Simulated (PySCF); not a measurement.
Simulation results for B₂H₆N₂

Computed with PySCF 2.14.0. Calculation on a computer-drawn molecule: the log of a Hartree-Fock and frozen-core CCSD(T) single point meant for a local Hartree-Fock minimum, with one planted fault or none, to be diagnosed. Offsets are logged minus clean, where the clean run is the same molecule without the fault. The reference is restricted for singlets and unrestricted otherwise, and also for a bond in bohr or an excited solution. Adding or removing an electron swaps singlet and doublet. The excited solution moves the top pair (singlet) or top alpha electron (doublet) to the lowest empty orbital. Highest occupied and lowest empty are orbital energies over both spins, largest force is the largest gradient component, triples share is (T) over the correlation energy, the T1 limit is 0.02 restricted and 0.045 unrestricted, electrons count all cores, a negative frequency is imaginary (commonest isotopes), and the dipole is about the centre of nuclear charge.

```xyz
10
formula=B2H6N2 meant_charge=0 meant_multiplicity=1 meant_basis=cc-pVDZ logged_electrons=30 logged_basis_functions=86 logged_SCF_converged=yes logged_spin_squared=0 logged_highest_occupied=-10.837 logged_lowest_empty=3.3824 logged_largest_force=2.959e-05 logged_lowest_frequency=175.68 logged_T1_diagnostic=0.014488 logged_D1_diagnostic=0.046612 logged_triples_share=0.027134 logged_CC_converged=yes logged_dipole_magnitude=1.0268 logged_SCF_stable_within_its_kind=yes logged_energy_HF=-161.8852 logged_energy_CCSD(T)=-162.45342 possible_faults=no_fault,one_electron_removed,one_electron_added,multiplicity_raised_by_two,geometry_at_a_saddle_point,SCF_held_on_an_excited_solution,minimal_basis_STO-3G,one_bond_length_entered_in_bohr,all_coordinates_scaled
B     -2.8749    -0.0949    -1.3991
N     -2.2596     0.4698    -0.2717
B     -2.6319     1.6438     0.4950
N     -3.7412     2.4365     0.1933
H     -3.8648     0.4033    -1.8665
H     -2.4104    -1.0829    -1.9026
H     -1.4403     0.0020     0.0615
H     -1.9468     1.9447     1.4369
H     -4.3630     2.2615    -0.5672
H     -3.9760     3.2383     0.7367
```

Units: logged_highest_occupied, logged_lowest_empty in eV; logged_largest_force in hartree/bohr; logged_lowest_frequency in cm⁻¹; logged_dipole_magnitude in debye; logged_energy_HF, logged_energy_CCSD(T) in hartree.

Drawn bonds:
```csv
atom,other atom,order
1,2,1
2,3,1
3,4,1
1,5,1
1,6,1
2,7,1
3,8,1
4,9,1
4,10,1
```

Questions
1. B₂H₆N₂: planted fault?

## Answers
1. no fault

Further results for B₂H₆N₂:

- HF energy offset from clean run: 0 kcal/mol
- CCSD(T) energy offset from clean run: 0 kcal/mol
